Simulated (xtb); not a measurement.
A run for xtb: GFN-FF on CH7BrSi (a complex), monomers drawn apart or pushed together.

```
$ xtb mol.xyz --gfnff --sp --chrg 0 --uhf 0
10

Br    -1.42924959     0.06058801    -0.17129521
H     -0.30333285    -0.16620468     0.68132888
C     -0.85431454     0.46491136     4.01056717
Si     0.91245681    -0.09603599     3.74906783
H     -1.03747951     0.67583159     5.06576966
H     -1.55982598    -0.30312724     3.68967803
H     -1.06500803     1.37128593     3.44078657
H      1.87802682     0.95024947     4.15966263
H      1.15435864    -0.38270734     2.30681580
H      1.20129320    -1.33994049     4.50065931
```

It printed:

```
[...]
           -------------------------------------------------
          |                Calculation Setup                |
           -------------------------------------------------



molecular fragmentation (1/2 indicates fragments):
1122222222
# atoms in fragment 1/2:     2     8
 fragment masses (1/2) :       80.91       46.14
CMA distance (Bohr)    :   8.246
constraining FC (au)   :  0.0500

          ==================== Thresholds ====================
          CN  :   150.00000
          rep :   500.00000
          disp:  2500.00000
          HB1 :   250.00000
          HB2 :   450.00000

          Pauling EN used:
          Z : 1  EN :  2.20
          Z : 6  EN :  2.55
          Z :14  EN :  1.90
          Z :35  EN :  2.96
          electric field strengths (au): 0.000

           -------------------------------------------------
          |           Force Field Initialization            |
           -------------------------------------------------

          distances ...
          ----------------------------------------
          generating topology and atomic info file ...
          pair mat ...
          computing topology distances matrix with Floyd-Warshall algo ...
          making topology EEQ charges ...
          #fragments for EEQ constrain: 2
          ----------------------------------------
          generating topology and atomic info file ...
          pair mat ...
          computing topology distances matrix with Floyd-Warshall algo ...
          making topology EEQ charges ...
          rings ...
          # BATM   18
          # H in HB   4

  atom   neighbors  erfCN metchar sp-hybrid imet pi  qest     coordinates
    1  Br      1    0.98   0.00         0    0    0  -0.079   -2.700890    0.114495   -0.323701
    2  H       1    0.98   0.00         0    0    0   0.079   -0.573216   -0.314081    1.287525
    3  C       4    3.48   0.00         3    0    0  -0.070   -1.614421    0.878555    7.578874
    4  Si      4    3.44   0.05         3    0    0   0.035    1.724293   -0.181482    7.084711
    5  H       1    0.97   0.00         0    0    0   0.019   -1.960552    1.277137    9.572917
    6  H       1    0.97   0.00         0    0    0   0.019   -2.947644   -0.572827    6.972481
    7  H       1    0.97   0.00         0    0    0   0.019   -2.012573    2.591355    6.502144
    8  H       1    0.95   0.01         0    0    0  -0.007    3.548956    1.795711    7.860623
    9  H       1    0.95   0.01         0    0    0  -0.007    2.181422   -0.723212    4.359250
   10  H       1    0.95   0.01         0    0    0  -0.007    2.270115   -2.532121    8.505013

          #atoms :   10
          #bonds :   8
          #angl  :   12
          #tors  :   9
          #nmol  :   2
          #optfrag :   2
           -------------------------------------------------
          |                   G F N - F F                   |
          |          A general generic force-field          |
          |                  Version 1.0.3                  |
           -------------------------------------------------
          Number of HB bonds (bound hydrogen)     0
          Number of HB bonds (unbound hydrogen)   24
          Number of XB bonds                      0

 E+G (total)                   0 d,  0 h,  0 min,  0.000 sec
 distance/D3 list               ...        0 min,  0.000 sec (  0.639%)
 non bonded repulsion           ...        0 min,  0.000 sec ( 12.067%)
 dCN                            ...        0 min,  0.000 sec (  3.025%)
 EEQ energy and q               ...        0 min,  0.000 sec (  8.843%)
 D3                             ...        0 min,  0.000 sec ( 32.341%)
Note: The following floating-point exceptions are signalling: IEEE_UNDERFLOW_FLAG IEEE_DENORMAL
normal termination of xtb
 EEQ gradient                   ...        0 min,  0.000 sec (  4.692%)
 bonds                          ...        0 min,  0.000 sec (  7.081%)
 bend and torsion               ...        0 min,  0.000 sec (  8.790%)
 bonded ATM                     ...        0 min,  0.000 sec (  3.084%)
 HB/XB (incl list setup)        ...        0 min,  0.000 sec ( 15.575%)

         :::::::::::::::::::::::::::::::::::::::::::::::::::::
         ::                     SUMMARY                     ::
         :::::::::::::::::::::::::::::::::::::::::::::::::::::
         :: total energy              -1.015682133039 Eh    ::
         :: gradient norm              0.017811818799 Eh/a0 ::
         ::.................................................::
         :: bond energy               -1.061523085901 Eh    ::
         :: angle energy               0.016374825337 Eh    ::
         :: torsion energy             0.000000208936 Eh    ::
         :: repulsion energy           0.038016900358 Eh    ::
         :: electrostat energy        -0.004355934974 Eh    ::
         :: dispersion energy         -0.003994186184 Eh    ::
         :: HB energy                 -0.000197111514 Eh    ::
         :: XB energy                  0.000000000000 Eh    ::
         :: bonded atm energy         -0.000003749096 Eh    ::
         :: external energy            0.000000000000 Eh    ::
         :: add. restraining           0.000000000000 Eh    ::
         :: total charge              -0.000000000000 e     ::
         :::::::::::::::::::::::::::::::::::::::::::::::::::::

           -------------------------------------------------
          |                Property Printout                |
           -------------------------------------------------

molecular dipole:
                 x           y           z       tot (Debye)
 q only:        0.159      -0.024       0.177       0.609

           -------------------------------------------------
          | TOTAL ENERGY               -1.015682133039 Eh   |
          | GRADIENT NORM               0.017811818799 Eh/α |
           -------------------------------------------------
########################################################################
[WARNING] Runtime exception occurred
-1- gfnff_setup: Could not read topology file.
########################################################################

------------------------------------------------------------------------
------------------------------------------------------------------------
 total:
 SCF:
```

The run finished.

Cost: around 0.020 core-seconds (rough).
